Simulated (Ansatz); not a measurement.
The cluster Ge5Se was relaxed with r2SCAN-D4 (def2-SVP, def2-SVPD) in Ansatz in these states: charge -1 doublet, neutral singlet. The geometries follow in no particular order.

A:

| atom | x (Å) | y (Å) | z (Å) |
| --- | --- | --- | --- |
| Ge1 | 1.1676 | -0.7559 | 0.6811 |
| Ge2 | -0.2766 | 1.4989 | 0.3245 |
| Ge3 | 1.4169 | 1.4005 | -1.2871 |
| Ge4 | -1.0761 | -0.0731 | 2.0661 |
| Ge5 | 0.0757 | -0.5968 | -1.8766 |
| Se6 | -1.3076 | -1.4737 | 0.0920 |

B:

```xyz
6

Ge    0.181   -0.383   -1.417
Ge   -1.672   -0.809    0.546
Ge    0.404   -2.007    0.824
Ge   -1.638    1.456   -0.456
Ge    1.966   -0.143    0.677
Se    0.760    1.886   -0.175
```

Judge from the bond lengths which geometry belongs to which state (an estimate).

A is the neutral singlet (Ge2–Ge3 2.340 Å, Ge5–Se6 2.561 Å, Ge3–Ge5 2.477 Å); B is the charge -1 doublet (Ge2–Ge3 2.413 Å, Ge5–Se6 2.509 Å, Ge3–Ge5 2.436 Å).

These are the stationary points nearest to one start from a short search; other shapes may lie lower in each state.
